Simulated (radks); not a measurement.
The numbers below are computed, except where a source is named.
Question: Level of theory: scalar-relativistic Kohn-Sham, BLYP, spin-polarised, spherical densities, finite nucleus; open shells are filled with parallel spins first (spin-orbit coupling, left out, can overturn this in heavy ions); Fermi nuclear charge, rms radius of each element as measured or else 0.836 A^(1/3) + 0.57 fm (a radial shooting solver on a logarithmic mesh with Libxc functionals). Each species is in its NIST ground configuration. Rank Ag3+, Zr3+, Mo3+, I3+, In3+, Sr3+, Sb3+, Sn3+, Nb3+, Cd3+, Ru3+, Te3+, Rh3+, Tc3+, Pd3+, Xe3+, Rb3+ by mean radius of the outermost orbital (bohr), largest first.

Answer: Te3+ 2.23, Sn3+ 2.12, I3+ 2.11, Sb3+ 2.03, Xe3+ 2.00, Zr3+ 1.84, Nb3+ 1.72, Mo3+ 1.61, Rb3+ 1.58, Tc3+ 1.51, Sr3+ 1.50, Ru3+ 1.43, Rh3+ 1.39, Pd3+ 1.32, Ag3+ 1.26, Cd3+ 1.20, In3+ 1.15.
